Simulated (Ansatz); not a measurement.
Ansatz (a first-principles code) input for Mo(S)2(OH)2 (H2MoO2S2), SMILES [Mo]([OH])(=[S])([OH])=[S], multiplicity 1, PBE0-D3(BJ)/def2-SVP. 

Ansatz 0.2 input:
```yaml
crystal:
  periodic: [false, false, false]
  atoms:
    - {symbol: Mo, position_ang: [0.00000000, -0.00000000, -0.30336278]}
    - {symbol: S, position_ang: [-1.70894955, 0.00000000, 1.01363669]}
    - {symbol: S, position_ang: [1.70894954, -0.00000000, 1.01363669]}
    - {symbol: O, position_ang: [0.00000000, -1.58862615, -1.05552582]}
    - {symbol: H, position_ang: [-0.00000000, -2.48640322, -1.40336222]}
    - {symbol: O, position_ang: [0.00000001, 1.58862615, -1.05552581]}
    - {symbol: H, position_ang: [0.00000001, 2.48640323, -1.40336221]}
basis:
  gaussian:
    orbitals: def2-SVP
hamiltonian:
  xc: pbe0
  dispersion: d3bj
relax: {f_tol: 0.002, max_steps: 200}
```

Output:

```
WARN ansatz: RAYON_NUM_THREADS=1 ignored (pool sized by the plan → 1); use --threads N
Functional definition: PBE0
integrals: 0.06 GiB planned
1096 factors; integrals over basis functions are off by at most 2.0e-4 eV
mean field: 0.50 GiB planned
mean field evaluation 1: about -27626.9183 eV, gradient 6.6e1 eV
mean field evaluation 2: about -27590.5031 eV, gradient 1.5e2 eV
mean field evaluation 4: about -27632.1933 eV, gradient 3.1e1 eV
mean field evaluation 8: about -27634.4604 eV, gradient 2.5e-1 eV
mean field evaluation 16: about -27634.4606 eV, gradient 8.3e-5 eV
mean field -27634.46062029 eV, -1015.5476964855 hartree, gradient 9.7e-6 eV, S^2 0.000000; 0 other end points of the search recorded, 0 dependent functions left out
the calculation of the forces begins
reference -27634.46067092 eV, -1015.5476983461 hartree; 32, 32 occupied and 73, 73 virtual orbitals, 1096 factors
relax step   1: F+E_penalty+E_count = -27634.68585288 eV  Δ(F+E_penalty+E_count) = +0.000e0 eV  max|allowed force component| = 5.145e0 eV/Å  Δτ_max = 0.0000 Å  (34 SCF iters, accepted)
these checks for a lower state are left out or cut short: starts, cluster_reference, orbital_swaps, neighbouring_geometries, increment
integrals: 0.06 GiB planned
1096 factors; integrals over basis functions are off by at most 2.1e-4 eV
mean field: 0.50 GiB planned
mean field -27634.83751518 eV, -1015.5615471174 hartree, gradient 1.4e-5 eV, S^2 0.000000; 0 other end points of the search recorded, 0 dependent functions left out
the calculation of the forces begins
reference -27634.83756611 eV, -1015.5615489887 hartree; 32, 32 occupied and 73, 73 virtual orbitals, 1096 factors
relax step   2: F+E_penalty+E_count = -27635.06095017 eV  Δ(F+E_penalty+E_count) = -3.751e-1 eV  max|allowed force component| = 6.084e-1 eV/Å  Δτ_max = 0.1605 Å  (41 SCF iters, accepted)
these checks for a lower state are left out or cut short: starts, cluster_reference, orbital_swaps, neighbouring_geometries, increment
integrals: 0.06 GiB planned
1096 factors; integrals over basis functions are off by at most 2.1e-4 eV
mean field: 0.50 GiB planned
mean field evaluation 32: about -27634.8786 eV, gradient 4.0e-1 eV
mean field -27634.87963208 eV, -1015.5630948848 hartree, gradient 9.2e-6 eV, S^2 0.000000; 0 other end points of the search recorded, 0 dependent functions left out
the calculation of the forces begins
reference -27634.87968286 eV, -1015.5630967510 hartree; 32, 32 occupied and 73, 73 virtual orbitals, 1096 factors
relax step   3: F+E_penalty+E_count = -27635.10204176 eV  Δ(F+E_penalty+E_count) = -4.109e-2 eV  max|allowed force component| = 3.694e-1 eV/Å  Δτ_max = 0.1190 Å  (36 SCF iters, accepted)
these checks for a lower state are left out or cut short: starts, cluster_reference, orbital_swaps, neighbouring_geometries, increment
integrals: 0.06 GiB planned
1096 factors; integrals over basis functions are off by at most 2.0e-4 eV
mean field: 0.50 GiB planned
mean field -27634.89886876 eV, -1015.5638018195 hartree, gradient 1.2e-5 eV, S^2 0.000000; 0 other end points of the search recorded, 0 dependent functions left out
the calculation of the forces begins
reference -27634.89891972 eV, -1015.5638036925 hartree; 32, 32 occupied and 73, 73 virtual orbitals, 1096 factors
relax step   4: F+E_penalty+E_count = -27635.12163510 eV  Δ(F+E_penalty+E_count) = -1.959e-2 eV  max|allowed force component| = 2.137e-1 eV/Å  Δτ_max = 0.0367 Å  (36 SCF iters, accepted)
these checks for a lower state are left out or cut short: starts, cluster_reference, orbital_swaps, neighbouring_geometries, increment
integrals: 0.06 GiB planned
1096 factors; integrals over basis functions are off by at most 2.1e-4 eV
mean field: 0.50 GiB planned
mean field -27634.94389007 eV, -1015.5654563223 hartree, gradient 1.5e-5 eV, S^2 0.000000; 0 other end points of the search recorded, 0 dependent functions left out
the calculation of the forces begins
reference -27634.94394142 eV, -1015.5654582093 hartree; 32, 32 occupied and 73, 73 virtual orbitals, 1096 factors
relax step   5: F+E_penalty+E_count = -27635.16758940 eV  Δ(F+E_penalty+E_count) = -4.595e-2 eV  max|allowed force component| = 7.315e-1 eV/Å  Δτ_max = 0.1165 Å  (35 SCF iters, accepted)
these checks for a lower state are left out or cut short: starts, cluster_reference, orbital_swaps, neighbouring_geometries, increment
integrals: 0.06 GiB planned
1096 factors; integrals over basis functions are off by at most 2.4e-4 eV
mean field: 0.50 GiB planned
mean field -27634.95634915 eV, -1015.5659141850 hartree, gradient 1.9e-5 eV, S^2 0.000000; 0 other end points of the search recorded, 0 dependent functions left out
the calculation of the forces begins
reference -27634.95640061 eV, -1015.5659160761 hartree; 32, 32 occupied and 73, 73 virtual orbitals, 1096 factors
relax step   6: F+E_penalty+E_count = -27635.18112129 eV  Δ(F+E_penalty+E_count) = -1.353e-2 eV  max|allowed force component| = 2.212e0 eV/Å  Δτ_max = 0.1483 Å  (34 SCF iters, accepted)
these checks for a lower state are left out or cut short: starts, cluster_reference, orbital_swaps, neighbouring_geometries, increment
integrals: 0.06 GiB planned
1096 factors; integrals over basis functions are off by at most 2.1e-4 eV
mean field: 0.50 GiB planned
mean field evaluation 64: about -27635.0291 eV, gradient 1.4e-2 eV
mean field -27635.09212568 eV, -1015.5709038804 hartree, gradient 1.1e-5 eV, S^2 0.000000; 0 other end points of the search recorded, 0 dependent functions left out
the calculation of the forces begins
reference -27635.09217759 eV, -1015.5709057883 hartree; 32, 32 occupied and 73, 73 virtual orbitals, 1096 factors
relax step   7: F+E_penalty+E_count = -27635.31824107 eV  Δ(F+E_penalty+E_count) = -1.371e-1 eV  max|allowed force component| = 9.689e-1 eV/Å  Δτ_max = 0.1485 Å  (42 SCF iters, accepted)
these checks for a lower state are left out or cut short: starts, cluster_reference, orbital_swaps, neighbouring_geometries, increment
integrals: 0.06 GiB planned
1096 factors; integrals over basis functions are off by at most 2.2e-4 eV
mean field: 0.50 GiB planned
mean field -27635.09050614 eV, -1015.5708443635 hartree, gradient 2.2e-5 eV, S^2 0.000000; 0 other end points of the search recorded, 0 dependent functions left out
the calculation of the forces begins
reference -27635.09055815 eV, -1015.5708462750 hartree; 32, 32 occupied and 73, 73 virtual orbitals, 1096 factors
relax step   8: F+E_penalty+E_count = -27635.31795221 eV  Δ(F+E_penalty+E_count) = +2.889e-4 eV  max|allowed force component| = 1.254e0 eV/Å  Δτ_max = 0.0959 Å  (36 SCF iters, rejected (line search))
these checks for a lower state are left out or cut short: starts, cluster_reference, orbital_swaps, neighbouring_geometries, increment
integrals: 0.06 GiB planned
1096 factors; integrals over basis functions are off by at most 2.1e-4 eV
mean field: 0.50 GiB planned
mean field -27635.11841848 eV, -1015.5718701233 hartree, gradient 1.8e-5 eV, S^2 0.000000; 0 other end points of the search recorded, 0 dependent functions left out
the calculation of the forces begins
reference -27635.11847048 eV, -1015.5718720342 hartree; 32, 32 occupied and 73, 73 virtual orbitals, 1096 factors
relax step   9: F+E_penalty+E_count = -27635.34576669 eV  Δ(F+E_penalty+E_count) = -2.753e-2 eV  max|allowed force component| = 8.779e-2 eV/Å  Δτ_max = 0.0458 Å  (35 SCF iters, accepted)
these checks for a lower state are left out or cut short: starts, cluster_reference, orbital_swaps, neighbouring_geometries, increment
integrals: 0.06 GiB planned
1096 factors; integrals over basis functions are off by at most 2.2e-4 eV
mean field: 0.50 GiB planned
mean field -27635.11966536 eV, -1015.5719159450 hartree, gradient 1.1e-5 eV, S^2 0.000000; 0 other end points of the search recorded, 0 dependent functions left out
the calculation of the forces begins
reference -27635.11971739 eV, -1015.5719178571 hartree; 32, 32 occupied and 73, 73 virtual orbitals, 1096 factors
relax step  10: F+E_penalty+E_count = -27635.34737271 eV  Δ(F+E_penalty+E_count) = -1.606e-3 eV  max|allowed force component| = 2.929e-2 eV/Å  Δτ_max = 0.0338 Å  (37 SCF iters, accepted)
these checks for a lower state are left out or cut short: starts, cluster_reference, orbital_swaps, neighbouring_geometries, increment
integrals: 0.06 GiB planned
1096 factors; integrals over basis functions are off by at most 2.2e-4 eV
mean field: 0.50 GiB planned
mean field evaluation 96: about -27635.1196 eV, gradient 2.4e-1 eV
mean field -27635.11965219 eV, -1015.5719154610 hartree, gradient 2.6e-5 eV, S^2 0.000000; 0 other end points of the search recorded, 0 dependent functions left out
the calculation of the forces begins
reference -27635.11970422 eV, -1015.5719173733 hartree; 32, 32 occupied and 73, 73 virtual orbitals, 1096 factors
relax step  11: F+E_penalty+E_count = -27635.34743807 eV  Δ(F+E_penalty+E_count) = -6.537e-5 eV  max|allowed force component| = 9.836e-3 eV/Å  Δτ_max = 0.0023 Å  (28 SCF iters, accepted)
these checks for a lower state are left out or cut short: starts, cluster_reference, orbital_swaps, neighbouring_geometries, increment
integrals: 0.06 GiB planned
1096 factors; integrals over basis functions are off by at most 2.2e-4 eV
mean field: 0.50 GiB planned
mean field -27635.11967220 eV, -1015.5719161963 hartree, gradient 4.1e-5 eV, S^2 0.000000; 0 other end points of the search recorded, 0 dependent functions left out
the calculation of the forces begins
reference -27635.11972423 eV, -1015.5719181086 hartree; 32, 32 occupied and 73, 73 virtual orbitals, 1096 factors
relax step  12: F+E_penalty+E_count = -27635.34744163 eV  Δ(F+E_penalty+E_count) = -3.563e-6 eV  max|allowed force component| = 3.521e-3 eV/Å  Δτ_max = 0.0006 Å  (24 SCF iters, accepted)
these checks for a lower state are left out or cut short: starts, cluster_reference, orbital_swaps, neighbouring_geometries, increment
integrals: 0.06 GiB planned
1096 factors; integrals over basis functions are off by at most 2.2e-4 eV
mean field: 0.50 GiB planned
mean field -27635.11967105 eV, -1015.5719161542 hartree, gradient 8.8e-6 eV, S^2 0.000000; 0 other end points of the search recorded, 0 dependent functions left out
the calculation of the forces begins
reference -27635.11972309 eV, -1015.5719180665 hartree; 32, 32 occupied and 73, 73 virtual orbitals, 1096 factors
relax step  13: F+E_penalty+E_count = -27635.34744189 eV  Δ(F+E_penalty+E_count) = -2.577e-7 eV  max|allowed force component| = 4.854e-5 eV/Å  Δτ_max = 0.0001 Å  (23 SCF iters, accepted)
integrals: 0.06 GiB planned
1096 factors; integrals over basis functions are off by at most 2.2e-4 eV
mean field: 0.50 GiB planned
mean field evaluation 128: about -27635.1197 eV, gradient 3.8e-4 eV
mean field -27635.11967105 eV, -1015.5719161542 hartree, gradient 8.8e-6 eV, S^2 0.000000; 1 other end points of the search recorded, 0 dependent functions left out
the calculation of the forces begins
reference -27635.11972309 eV, -1015.5719180665 hartree; 32, 32 occupied and 73, 73 virtual orbitals, 1096 factors
Total energy: -27635.34749393 eV, -1015.5802884906 hartree
Atom 0 at     0.000000    -0.000000    -0.274625 Å, force    -0.000000    -0.000000    -0.000049 eV/Å
Atom 1 at    -1.696114    -0.000000     0.977734 Å, force    -0.000010    -0.000000    -0.000004 eV/Å
Atom 2 at     1.696114    -0.000000     0.977734 Å, force     0.000010     0.000000    -0.000004 eV/Å
Atom 3 at     0.000000    -1.510840    -1.335798 Å, force    -0.000000     0.000038     0.000022 eV/Å
Atom 4 at    -0.000000    -2.446173    -1.101556 Å, force    -0.000000    -0.000011     0.000007 eV/Å
Atom 5 at     0.000000     1.510840    -1.335798 Å, force     0.000000    -0.000038     0.000022 eV/Å
Atom 6 at     0.000000     2.446174    -1.101556 Å, force     0.000000     0.000011     0.000007 eV/Å
Dipole moment:    -0.000000    -0.000000    -0.232047 e Å
```

Self-consistency was reached.

Cost: around 60 core-seconds (rough).
